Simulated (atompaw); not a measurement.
**Before and after: PAW (atompaw) potential for Zr (Z = 40)**

* Element: zirconium
* Generator: atompaw 4.2.0.5
* Type: PAW
* Functional: PBEsol
* Relativity: scalar-relativistic
* Frozen core: [Ar] 3d10 4s2
* Valence charge: 10
* Reference configuration: 4p6 4d2 5s1 5p0 (charge +1)
* Partial waves: 5s (bound): rc 3.00 bohr; 5s channel at 0.05 Ry: rc 3.00 bohr; 4p (bound): rc 1.50 bohr; 5p (bound, empty): rc 3.00 bohr; 4d (bound): rc 3.00 bohr; 4d channel at 1.3 Ry: rc 3.00 bohr
* Local potential: bessel scheme, radius 2.80 bohr
* Core correction: smooth core density matched at 2.85 bohr
* Augmentation charge: sinc compensation charge, radius 2.75 bohr; PAW radius 3.00 bohr; waves and projectors: custom polynom2 7 10 vanderbiltortho

All-electron outer shells of the reference configuration (PBEsol, scalar-relativistic, ld1.x):

```
shell  level (eV)  outermost node (bohr)  outermost maximum (bohr)
   4s      -61.15                   0.55                      1.08
   4p      -39.12                   0.56                      1.17
   4d      -10.00                   0.58                      1.59
   5s       -9.98                   1.46                      3.00
   5p       -6.25                   1.68                      3.71
```

Change: local potential ultrasoft scheme with l = 3 at 0 Ry, radius 2.80 bohr.

Cutoffs: the cutoffs (Ry, on a coarse ladder) from which the occupation-weighted sum of valence levels, in a spherical-Bessel basis at the reference potential, stays within 10 and 1 mRy of its value at 400 Ry; they do not see the model core or the augmentation charge, which bear on the density cutoff.

Question: What does the change do?

Answer: The potential gets neither clearly harder nor softer (25 Ry and 50 Ry → 25 Ry and 50 Ry); the range in which the s phases agree widens (upper end 2.0 → 3.7); the range in which the p phases agree narrows (upper end 3.4 → 1.7); neither file shows a bound ghost.

| quantity | base | changed |
| --- | --- | --- |
| cutoff, loose | 25 Ry | 25 Ry |
| cutoff, tight | 50 Ry | 50 Ry |
| bound ghosts | none | none |
| s: phases at 3.02 bohr within 0.05 rad from the reference energy up to (Ry; the scan ends near 5) | 2.0 | 3.7 |
| p: phases at 3.02 bohr within 0.05 rad from the reference energy up to (Ry; the scan ends near 5) | 3.4 | 1.7 |
| d: phases at 3.02 bohr within 0.05 rad from the reference energy up to (Ry; the scan ends near 5) | 3.7 | 4.3 |
| lowest overlap eigenvalue by channel | s 0.52, p 0.51, d 0.91 | s 0.49, p 0.48, d 0.91 |

 The cutoffs see the waves, projectors and local potential, not the compensation charge or the core.
